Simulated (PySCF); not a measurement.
Geometry (Å), atoms numbered from 1 in this order:
```xyz
25

C     2.826   -0.821   -0.342
C     1.742   -0.229    0.158
C     0.504    0.058   -0.640
C     0.289    1.578   -0.758
C    -0.130    2.191    0.587
Al   -1.122    0.760    1.579
N    -0.711   -0.548    0.000
C    -0.492   -1.933    0.428
C    -1.849   -0.504   -0.927
H     2.857   -1.183   -1.375
H     3.729   -0.956    0.260
H     1.745    0.127    1.195
H     0.621   -0.395   -1.643
H     1.218    2.009   -1.169
H    -0.481    1.767   -1.523
H    -0.706    3.116    0.421
H     0.761    2.490    1.167
H    -0.366    0.080    2.827
H    -2.729    0.766    1.632
H     0.316   -1.978    1.167
H    -0.229   -2.576   -0.431
H    -1.411   -2.313    0.893
H    -2.727   -0.953   -0.446
H    -1.616   -1.058   -1.855
H    -2.103    0.532   -1.181
```

Geometry: PBE0-D3(BJ)/def2-SVP; GIAO shifts from PySCF, gas phase, non-relativistic, averaged over equivalent atoms.

At HF/pcSseg-1 (240 basis functions, 44 s wall time on 1 thread of an Arm Neoverse N1, shared host):
```csv
atoms,δ (ppm)
C2,147.8
C1,124.9
C3,68.3
C9,42.6
C8,42.0
C4,28.4
C5,-3.2
Al6,78.4
N7,31.0
H12,6.41
H11,5.41
H10,5.41
H18,3.75
H19,3.68
H20/H21/H22,2.22
H23/H24/H25,2.21
H13,2.19
H15,1.65
H14,1.57
H17,0.00
H16,-0.10
```

Chemical shifts δ = σref − σ; 13C (σ = 190.85 ppm), 1H (σ = 31.69 ppm) against TMS; 27Al (σ = 516.24 ppm) against AlH4-; 15N (σ = 265.72 ppm) vs NH3, all at this level.

What do these become at PBE0/pcSseg-1?

Results:


| atoms | δ at PBE0/pcSseg-1 | change |
| --- | --- | --- |
| C2 | 148.4 | +0.6 |
| C1 | 125.6 | +0.7 |
| C3 | 79.1 | +10.8 |
| C9 | 47.0 | +4.4 |
| C8 | 46.5 | +4.5 |
| C4 | 33.5 | +5.1 |
| C5 | -0.6 | +2.6 |
| Al6 | 97.0 | +18.6 |
| N7 | 56.8 | +25.8 |
| H12 | 6.65 | +0.24 |
| H11 | 5.46 | +0.05 |
| H10 | 5.49 | +0.08 |
| H18 | 4.24 | +0.49 |
| H19 | 4.10 | +0.42 |
| H20/H21/H22 | 2.36 | +0.14 |
| H23/H24/H25 | 2.29 | +0.08 |
| H13 | 2.40 | +0.21 |
| H15 | 2.01 | +0.36 |
| H14 | 1.88 | +0.31 |
| H17 | 0.33 | +0.33 |
| H16 | 0.15 | +0.25 |

References, each an isolated molecule treated in the same way: TMS for 13C (σref 184.41), 1H (σref 31.27); 27Al (σref 489.28) against AlH4-; 15N (σref 265.67) vs NH3.

The largest change is at N7 (donor nitrogen of a Lewis adduct). Cost: 240 basis functions, 110 s wall time on 1 thread of an Arm Neoverse N1, shared host. The order of the carbon signals is the same at both levels.

Experimental scales use liquid or dissolved standards, which lie at an offset from isolated NH3 (liquid NH3: subtract about 20 ppm).
